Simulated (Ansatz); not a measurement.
`F[SiH2]O[SiH](F)F` → `O[SiH](F)F` + `F[SiH]`  (silylene formation by 1,1-elimination)

Calculated with Ansatz (gas phase, PBE0-D4/def2-TZVP geometries, no zero-point term in ΔE). CBS: MP2 limit from def2 TZ/QZ plus the TZ coupled-cluster correction, frozen cores. This one scheme is used for every species. Functionals use def2-TZVPP. B3LYP here is the variant with VWN-RPA as its local correlation; programs differ in this. HSE06 is defined as in plane-wave codes. One conformer a species, not always the lowest.

| level | ΔE (kJ/mol) | difference from CCSD(T)/CBS |
| --- | --- | --- |
| LDA (SPW92) | 335.2 | 4.1 |
| PBE-D4 | 310.3 | -20.8 |
| revPBE-D4 | 306.0 | -25.1 |
| BLYP-D4 | 305.6 | -25.5 |
| r2SCAN-D4 | 345.7 | 14.6 |
| B97M-V | 327.2 | -3.9 |
| PBE0-D4 | 330.0 | -1.1 |
| B3LYP-D4 | 323.9 | -7.2 |
| r2SCANh-D4 | 348.6 | 17.5 |
| r2SCAN0-D4 | 352.7 | 21.6 |
| HSE06-D4 | 329.6 | -1.5 |
| BHLYP-D4 | 347.2 | 16.1 |
| CAM-B3LYP-D4 | 334.9 | 3.8 |
| ωB97X-V | 335.6 | 4.5 |
| B2PLYP | 325.3 | -5.8 |
| PBE-QIDH | 344.4 | 13.3 |
| PBE | 302.3 | -28.8 |
| revPBE | 287.5 | -43.6 |
| BLYP | 289.2 | -41.9 |
| r2SCAN | 343.5 | 12.4 |
| PBE0 | 322.9 | -8.2 |
| B3LYP | 311.0 | -20.1 |
| r2SCANh | 346.2 | 15.1 |
| r2SCAN0 | 350.1 | 19.0 |
| BHLYP | 335.9 | 4.8 |
| CAM-B3LYP | 327.4 | -3.7 |
| LC-ωPBE | 337.4 | 6.3 |
| RPA@PBE/def2-TZVPP | 307.5 | -23.6 |
| HF/def2-SVP | 328.3 | -2.8 |
| MP2/def2-SVP | 329.2 | -1.9 |
| CCSD(T)/def2-SVP | 308.8 | -22.3 |
| HF/def2-TZVPP | 340.7 | 9.6 |
| MP2/def2-TZVPP | 343.6 | 12.5 |
| SCS-MP2/def2-TZVPP | 336.7 | 5.6 |
| CCSD/def2-TZVPP | 326.3 | -4.8 |
| CCSD(T)/def2-TZVPP | 325.6 | -5.5 |
| HF/def2-QZVPP | 343.3 | 12.2 |
| MP2/def2-QZVPP | 347.7 | 16.6 |
| MP2/CBS(def2) | 349.2 | 18.1 |
| CCSD/CBS(def2) | 331.9 | 0.8 |
| CCSD(T)/CBS | 331.1 | 0 |

Largest T1 diagnostic among the species: 0.015.

From PBE to PBE0 (25 % exact exchange), in def2-TZVPP and without D4, ΔE moves by +20.6 kJ/mol. Leaving LDA and LC-ωPBE aside and taking each functional with its dispersion term where it has one, the values spread over 47.2 kJ/mol, from BLYP-D4 to r2SCAN0-D4. LDA lies +32.9 kJ/mol from PBE without D4.
